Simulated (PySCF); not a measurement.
Method: PySCF, PBE0, basis Ru def2-SVP with ECP28, Br def2-SVP (scalar-relativistic core potentials, no spin–orbit coupling, density fitting). Open shells, if any, are unrestricted.

**Question.** What spin state, shape and geometry does isolated RuBr₂⁺ take (every ligand bound to Ru)?

**Answer.** Formally Ru is in oxidation state +3, d5, with 5 unpaired electrons (the high-spin count). The Mulliken spin on Ru is 3.77. The polar-tensor charge on Ru, 1.24, is far below the formal one. The lowest minimum found is a sextet of C2v symmetry with Ru–Br 2.331 Å (×2); Br–Ru–Br 134.3°. Its harmonic wavenumbers are 46 (a1), 268 (a1), 346 (b2) cm⁻¹ and its dipole moment is 2.30 D about the centre of mass.

Other isomers or separated fragments may lie lower. Other spin states or occupations of the open shell can lie lower.
